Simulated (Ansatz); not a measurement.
`[SiH3]S[SiH]1CO1` + `C[CH2][AlH][OH]` → `C[CH2][AlH][O][SiH3]` + `S[SiH]1CO1`  (ligand exchange at the Si–S bond)

Gas-phase electronic energies from Ansatz, PBE0-D4/def2-TZVP geometries. CCSD(T)/CBS adds triple-zeta CCSD(T) − MP2 to the extrapolated MP2 energy (def2 sets, frozen cores). Functionals use def2-TZVPP. B3LYP here is the variant with VWN-RPA as its local correlation; programs differ in this. Each species was taken in one conformer, which may not be the lowest.

`[SiH3]S[SiH]1CO1`:

Cartesian coordinates in Å:
```
Si 0.839 -0.594 2.194
S 1.270 0.657 0.503
Si -0.363 0.085 -0.701
C -0.579 0.712 -2.373
O -1.399 1.246 -1.254
H 1.875 -0.259 3.199
H -0.514 -0.308 2.731
H 0.928 -2.028 1.825
H -0.976 -1.168 -0.211
H 0.095 1.458 -2.789
H -1.175 0.198 -3.124
```

`C[CH2][AlH][OH]`:

```xyz
11

C    -0.722   -1.087   -0.503
C     0.542   -0.682    0.255
Al    0.793    1.235    0.559
O    -0.340    2.371   -0.006
H    -0.757   -0.640   -1.500
H    -0.796   -2.171   -0.637
H    -1.628   -0.768    0.021
H     1.434   -1.055   -0.267
H     0.575   -1.181    1.233
H     2.029    1.852    1.331
H    -1.130    2.125   -0.486
```

`C[CH2][AlH][O][SiH3]`:

Z-matrix (Å, degrees):
```
C
C 1 1.528
H 1 1.093 2 111.7
H 1 1.094 2 112.1 3 -120.4
H 1 1.093 2 111.7 3 119.2
Al 2 1.951 1 116.2 3 -59.5
H 2 1.099 1 110.4 3 177.7
H 2 1.099 1 110.4 3 63.2
O 6 1.689 2 119.3 1 0.7
H 6 1.583 2 124.0 1 -179.2
Si 9 1.621 6 167.0 2 1.6
H 11 1.488 9 110.1 6 -115.1
H 11 1.488 9 110.1 6 124.9
H 11 1.490 9 110.9 6 5.0
```

`S[SiH]1CO1`:

Z-matrix (Å, degrees):
```
Si
C 1 1.798
O 1 1.652 2 50.8
S 1 2.112 2 121.3 3 -104.9
H 1 1.476 2 124.3 3 98.3
H 2 1.088 1 121.5 3 99.2
H 2 1.088 1 122.9 3 -98.9
H 4 1.344 1 93.3 2 179.8
```

| species | B3LYP-D4 energy (Eh) |
| --- | --- |
| `[SiH3]S[SiH]1CO1` | -1094.30683 |
| `C[CH2][AlH][OH]` | -398.24706 |
| `C[CH2][AlH][O][SiH3]` | -689.02096 |
| `S[SiH]1CO1` | -803.55286 |

Task: Work out ΔE.

Result: ΔE = (-689.02096) + (-803.55286) − (-1094.30683) − (-398.24706) = -0.01993 Eh = -52.3 kJ/mol. CCSD(T)/CBS gives -48.0 kJ/mol.

Largest T1 diagnostic among the species: 0.013.

In def2-TZVPP, CCSD(T) changes the Hartree–Fock value by +22.5 kJ/mol (the triples alone add +4.5 kJ/mol) and MP2 by +26.3 kJ/mol. The D4 term adds +3.0 kJ/mol with B3LYP and +1.3 kJ/mol with PBE0; it sums over pairs of atoms, weighted by their polarisabilities, and B3LYP, whose exchange is more repulsive, gets the larger term.
